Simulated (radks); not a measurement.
Values are calculated unless marked as measured or tabulated.
Q: The mean radii <r> (bohr) of the occupied orbitals of an atom or ion are listed with their occupations. Code: a radial shooting solver on a logarithmic mesh with Libxc functionals. Model: Dirac Kohn-Sham, PBE, spin-unpolarised, spherical densities, finite nucleus; Fermi nuclear charge, rms radius of each element as measured or else 0.836 A^(1/3) + 0.57 fm.

| orbital | occ. | <r> |
|---|---|---|
| 1s1/2 | 2 | 0.01867 |
| 2s1/2 | 2 | 0.07835 |
| 2p1/2 | 2 | 0.06487 |
| 2p3/2 | 4 | 0.07271 |
| 3s1/2 | 2 | 0.2043 |
| 3p1/2 | 2 | 0.1943 |
| 3p3/2 | 4 | 0.2088 |
| 3d3/2 | 4 | 0.1829 |
| 3d5/2 | 6 | 0.1874 |
| 4s1/2 | 2 | 0.4587 |
| 4p1/2 | 2 | 0.4644 |
| 4p3/2 | 4 | 0.4975 |
| 4d3/2 | 4 | 0.5165 |
| 4d5/2 | 6 | 0.5279 |
| 5s1/2 | 2 | 1.102 |
| 5p1/2 | 2 | 1.222 |
| 5p3/2 | 4 | 1.329 |
| 4f5/2 | 6 | 0.6342 |
| 4f7/2 | 8 | 0.6452 |
| 6s1/2 | 1 | 3.086 |
| 5d3/2 | 3 | 2.074 |

Name the element and its charge. Open shells, if any, fill j = l - 1/2 first.

A: Z = 73, tantalum, charge +1: Ta+ in [Xe] 4f14 5d3 6s1. The 1s radius gives Z: for a bare nucleus <r> = (2 gamma + 1)/(2Z) with gamma = sqrt(1 - (Z/c)^2), 0.01844 bohr for Z = 73, and screening makes it slightly larger (0.01867 here). The occupations add up to 72, and the charge is Z minus that.
